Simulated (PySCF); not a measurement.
**UHF on Ta²⁺ (tantalum, charge +2)**

Configuration: [Xe] 4f14 5d2 6s1, high-spin 4F determinant (an excited configuration). All numbers are calculated (PySCF 2.14, scalar relativity through the core potential, in aug-cc-pVDZ-PP with ECP60MDF).

* Total energy: -55.976627 hartree
* One-electron energy: -86.9409 hartree
* Hartree (Coulomb) energy: 36.6259 hartree
* Exchange energy: -5.6616 hartree
* ⟨S²⟩: 3.7536
* ⟨L²⟩: 12.031
* Sum of ⟨r⟩: 16.98 bohr
* Sum of ⟨r²⟩: 32.62 bohr²

```
shell  electrons  mean orbital energy (hartree)  rms radius, mean of both spins (bohr)
 5s α          1                       -3.89536                                   1.19
 5s β          1                       -3.80242                                   1.19
 5p α          3                       -2.48638                                   1.39
 5p β          3                       -2.35876                                   1.39
 5d α          2                       -0.97657                                   2.07
 6s α          1                       -0.82599                                   3.12
```

Energies and moments cover only the electrons outside the core potential. Spin-orbit coupling, absent here, splits the open shell strongly.
